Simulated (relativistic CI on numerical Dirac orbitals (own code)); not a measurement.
# Co2+ in a cubic cluster: L2,3 absorption with charge transfer

Computed with a charge-transfer multiplet model of a cubic metal-ligand cluster with up to 3 ligand holes, Slater and spin-orbit integrals from Dirac-Coulomb-Breit ions, Slater integrals scaled by 0.8. The ground state mixes d7 with configurations of k ligand holes L, whose averages lie at kΔ + k(k − 1)U_dd/2; a core hole lowers each added d electron by U_cd. 300 K, Lorentzian 0.4 eV and Gaussian 0.3 eV FWHM.

Atomic integrals in eV (Slater integrals scaled, ζ unscaled), ground: F2dd 9.233, F4dd 5.731, zeta_d 0.063; with the core hole: F2dd 9.869, F4dd 6.132, zeta_d 0.084, zeta_core 9.670, F2cd 5.831, G1cd 4.368, G3cd 2.482.

Cluster parameters (eV): Δ = 4.7, U_dd = 5.8, 10Dq = 0.9, 10Dq(ligand) = 0.5, V(eg) = 1.85, V(t2g) = -1.01, final-state hopping factor = 0.8.

```csv
Case,n_d,d7,d8L,d9L2,d10L3,S
U_cd = 6.1 eV,7.14,0.86,0.14,0.00,0.00,1.50
U_cd = 6.7 eV,7.14,0.86,0.14,0.00,0.00,1.50
U_cd = 7.3 eV,7.14,0.86,0.14,0.00,0.00,1.50
U_cd = 7.9 eV,7.14,0.86,0.14,0.00,0.00,1.50
U_cd = 9.1 eV,7.14,0.86,0.14,0.00,0.00,1.50
```

Weights, n_d and S are thermal averages at 300 K. Photon energies count from the first peak over 30 % of the highest in each spectrum, which can be another peak from case to case. The parameters are a model scan and need not match a compound or its usual spin state. Peaks in eV (height, largest 100):
- U_cd = 6.1 eV: 0.0 (56), 1.3 (93), 1.8 (95), 2.9 (100), 16.5 (28), 17.2 (32), 18.9 (7)
- U_cd = 6.7 eV: 0.0 (54), 1.4 (92), 1.9 (94), 3.0 (100), 16.6 (28), 17.3 (31), 18.9 (7)
- U_cd = 7.3 eV: 0.0 (55), 1.4 (91), 1.8 (94), 2.9 (100), 16.5 (27), 17.2 (30), 18.8 (8)
- U_cd = 7.9 eV: 0.0 (56), 1.8 (96), 2.9 (100), 16.6 (27), 17.2 (29), 17.7 (26), 18.8 (8)
- U_cd = 9.1 eV: 0.0 (58), 1.7 (100), 2.8 (98), 5.0 (14), 6.1 (10), 16.6 (26), 17.2 (26), 17.7 (27)

For the case U_cd = 7.3 eV, Δ = 4.7 eV is smaller than U_dd = 5.8 eV, the charge-transfer side of the Zaanen-Sawatzky-Allen scheme. With the core hole the configuration with one ligand hole lies at Δ + U_dd − U_cd = 4.4, 3.8, 3.2, 2.6, 1.4 eV from the one without, in the order of the table; where this is negative the screened configuration lies lower, though the effective hopping of about 2.2 eV (from the holes of the mixed ground state) mixes the two strongly wherever it is as large as the gap.
